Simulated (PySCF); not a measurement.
SMILES Cl[Si](Cl)([SiH2][SiH2]F)Cl (H4Cl3FSi3), GFN2-xTB optimised geometry.

```
11

F      2.76     1.31     1.28
Si     1.20     1.13     1.63
Si     0.30    -0.25     0.00
Si    -2.03    -0.25     0.00
Cl    -2.76    -1.14     1.68
Cl    -2.76     1.65     0.00
Cl    -2.87    -1.20    -1.58
H      1.25     0.58     2.99
H      0.71     2.50     1.67
H      0.74     0.12    -1.35
H      0.74    -1.65     0.15
```

Density from PBE0/def2-TZVP (PySCF) at that geometry.

Minimum of the electron density along straight lines between bonded atoms, close to the bond critical point (lines longer than 1.1 times the sum of covalent radii, or with two minima, are not listed):

```json
[
 {"bond": "F1–Si2", "length / Å": "1.613", "ρ at the minimum / e bohr⁻³": "0.133", "∇²ρ there / e bohr⁻⁵": "[?]", "position (fraction from the first atom)": "0.58"},
 {"bond": "Si2–Si3", "length / Å": "2.320", "ρ at the minimum / e bohr⁻³": "0.098", "∇²ρ there / e bohr⁻⁵": "-0.18", "position (fraction from the first atom)": "0.51"},
 {"bond": "Si3–Si4", "length / Å": "2.327", "ρ at the minimum / e bohr⁻³": "0.094", "∇²ρ there / e bohr⁻⁵": "-0.12", "position (fraction from the first atom)": "0.36"},
 {"bond": "Si4–Cl5", "length / Å": "2.037", "ρ at the minimum / e bohr⁻³": "0.104", "∇²ρ there / e bohr⁻⁵": "0.24", "position (fraction from the first atom)": "0.36"},
 {"bond": "Si4–Cl6", "length / Å": "2.039", "ρ at the minimum / e bohr⁻³": "0.103", "∇²ρ there / e bohr⁻⁵": "0.24", "position (fraction from the first atom)": "0.36"},
 {"bond": "Si4–Cl7", "length / Å": "2.024", "ρ at the minimum / e bohr⁻³": "0.106", "∇²ρ there / e bohr⁻⁵": "[?]", "position (fraction from the first atom)": "0.36"},
 {"bond": "Si2–H8", "length / Å": "1.459", "ρ at the minimum / e bohr⁻³": "0.128", "∇²ρ there / e bohr⁻⁵": "0.18", "position (fraction from the first atom)": "0.49"},
 {"bond": "Si2–H9", "length / Å": "1.459", "ρ at the minimum / e bohr⁻³": "0.128", "∇²ρ there / e bohr⁻⁵": "0.18", "position (fraction from the first atom)": "0.49"},
 {"bond": "Si3–H10", "length / Å": "1.472", "ρ at the minimum / e bohr⁻³": "0.121", "∇²ρ there / e bohr⁻⁵": "0.19", "position (fraction from the first atom)": "0.49"},
 {"bond": "Si3–H11", "length / Å": "1.473", "ρ at the minimum / e bohr⁻³": "0.121", "∇²ρ there / e bohr⁻⁵": "0.19", "position (fraction from the first atom)": "0.49"}
]
```

Q: What belongs in the gaps?

A: 
- F1–Si2, ∇²ρ there / e bohr⁻⁵: 0.95
- Si4–Cl7, ∇²ρ there / e bohr⁻⁵: 0.26
